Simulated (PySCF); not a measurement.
# Where the electron goes

Compound: C6H8N2O.
Z-matrix (Å and degrees, GFN2-xTB geometry), rows numbered from 1:
```
C 
O   1  1.4073
C   2  1.4054  1  113.67
C   3  1.5066  2  113.94  1   -71.33
C   4  1.3842  3  122.68  2   149.15
C   5  1.3930  4  117.12  3   179.25
N   6  1.3184  5  122.90  4     0.94
N   7  1.2991  6  120.26  5    -0.63
C   8  1.3162  7  120.58  6    -0.32
H   1  1.0972  2  111.04  3   -59.76
H   1  1.0961  2  111.87  3    62.07
H   1  1.0876  2  106.34  3  -178.71
H   3  1.0962  2  105.27  1   169.58
H   3  1.1022  2  110.66  1    52.69
H   5  1.0805  4  121.57  3    -0.71
H   6  1.0809  5  121.59  4  -179.45
H   9  1.0809  4  120.75  3     0.20
```

Theory: TDDFT PBE0/def2-SVPD, vertical, gas phase, core orbitals frozen in the response in PySCF.

Kohn–Sham orbitals with the atoms that hold most of them (Löwdin shares over 4%, at most four atoms; ? is withheld):

| orbital | ε (eV) | atoms |
| --- | --- | --- |
| LUMO+2 | 0.45 | C1 14%, C3 14%, C5 13%, H14 10% |
| LUMO+1 | -1.05 | C9 22%, C6 22%, C4 12%, C5 11% |
| LUMO | -1.47 | ? |
| HOMO | ? | ? |
| HOMO-1 | -8.16 | O2 59%, C1 10%, C3 7%, H11 5% |
| HOMO-2 | -8.45 | C9 23%, N7 19%, C4 16%, C6 15% |
| HOMO-3 | -8.80 | C5 28%, N8 19%, C6 14%, C4 12% |

(1) Give the leading atoms of the HOMO.

(2) Give the leading atoms of the LUMO.

(3) What is the HOMO energy, and the HOMO–LUMO gap?

Answers

(1) N8 (bonded to C and N) 39%; N7 (bonded to C and N) 38%; C9 (bonded to C, N and H) 8%; C6 (bonded to C, N and H) 8%. By element: nitrogen 77%, carbon 15% or more.

(2) C4 (bonded to 3 C) 20%; N8 (bonded to C and N) 20%; C5 (bonded to 2 C and H) 19%; N7 (bonded to C and N) 19%. By element: carbon 39% or more, nitrogen 39%.

(3) ε(HOMO) = -6.59 eV; the gap is 5.12 eV (0.1882 hartree).

Problem. How does S1 compare with the orbital gap of 5.12 eV?

Solution. S1 is at 3.43 eV (f = 0.0035), 1.69 eV below the gap, made of HOMO→LUMO (99%). Without the coupling terms of the response equations the lowest excitation would equal the gap.

Problem. One configuration dominates each of S1, S2, S3 and S6. Which, and how do the shares of the two leading atoms of either orbital change from the occupied to the empty one?

Solution. 
- S1 (3.43 eV, f 0.0035), HOMO→LUMO (99%): N8 39% → 20%, N7 38% → 19%, C4 at most 8% → 20%
- S2 (3.84 eV, f 0.0000), HOMO→LUMO+1 (99%): N8 39% → at most 12%, N7 38% → at most 12%, C9 8% → 22%, C6 8% → 22%
- S3 (5.56 eV, f 0.0034), HOMO-1→LUMO (92%): O2 59% → at most 20%, C1 10% → at most 20%, C4 at most 5% → 20%, N8 at most 5% → 20%
- S6 (6.01 eV, f 0.0059), HOMO-1→LUMO+1 (88%): O2 59% → at most 12%, C1 10% → at most 12%, C9 at most 5% → 22%, C6 at most 5% → 22%

One conformer stands for the species.
